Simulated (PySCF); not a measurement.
Continuum solvent and chemical shifts

Structure with atom numbers: `[Cl:1][c+:2]1[s:3][cH:4][c:5]([CH:6]2[CH2:7][CH2:8]2)[s:9]1`. Hydrogens are named by the atom that carries them. Ha(C7), Ha(C8) are cis to C5 on the ring; Hb(C7), Hb(C8) are trans to C5 on the ring.

GIAO PBE0/pcSseg-1 in PySCF 2.14 on one PBE0-D3(BJ)/def2-SVP conformer, non-relativistic, equivalent nuclei averaged. Solvents enter as an IEF-PCM continuum (chloroform with ε = 4.7, dichloromethane with ε = 8.9) around the gas-phase geometry. Shifts are referred to TMS, CS2 computed in the same medium.

In chloroform, δ in ppm: C2 205.0, C5 181.9, C4 139.2, C7/C8 25.1, C6 20.0, S3 425.2, S9 420.1, H(C4) 8.24, H(C6) 2.57, Hb(C7)/Hb(C8) 2.03, Ha(C7)/Ha(C8) 1.22. Dipole moment 2.14 D.

(1) How does each δ change in the more polar medium?

(2) Which of the listed nuclei move most (in ppm), and what does the model miss?

Answers

(1) 
```
        atoms                                          environment  Δδ, dichloromethane
           C2                     aromatic carbon bearing chlorine                 +0.1
           C5  substituted aromatic carbon next to the ring sulfur                 -0.3
           C4                  aromatic CH next to the ring sulfur                 +0.7
        C7/C8                           three-membered-ring carbon                 -0.4
           C6                           three-membered-ring carbon                 -0.2
           S3                                 aromatic ring sulfur                 +0.8
           S9                                 aromatic ring sulfur                 +1.3
        H(C4)   hydrogen on an aromatic CH next to the ring sulfur                +0.06
        H(C6)             hydrogen on a three-membered-ring carbon                +0.03
Hb(C7)/Hb(C8)             hydrogen on a three-membered-ring carbon                -0.06
Ha(C7)/Ha(C8)             hydrogen on a three-membered-ring carbon                 0.00
```

Changes are relative to chloroform. The dipole moment becomes 2.21 D in dichloromethane.

(2) S9 (aromatic ring sulfur, +1.3 ppm) in dichloromethane. A continuum only polarises the solute; specific hydrogen bonds, the anisotropy of aromatic solvents and changes of geometry or conformer are outside it, as are counter-ions.
